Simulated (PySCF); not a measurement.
KF, SMILES [K][F]. Geometry optimised at PBE-D3(BJ)/def2-TZVPD.

Level of theory: PBE-D3(BJ)/def2-TZVPD (PySCF 2.14.0).

Harmonic wavenumbers (cm⁻¹): 401. Rotational constants (GHz): 8.057 (linear); symmetry number 1.

Q: Work out the zero-point energy and the ideal-gas rigid-rotor harmonic-oscillator thermochemistry at 298.15 K and 1 atm.

A: ZPE = ½ Σ hcν = ½ × 401 cm⁻¹ = 0.57 kcal/mol. H − E(el) = 2.84 kcal/mol. Entropy in cal/(mol K): translation 38.10, rotation 15.20, vibration 0.96, total 54.26. G − E(el) = -13.34 kcal/mol. Cp = 8.42 cal/(mol K).
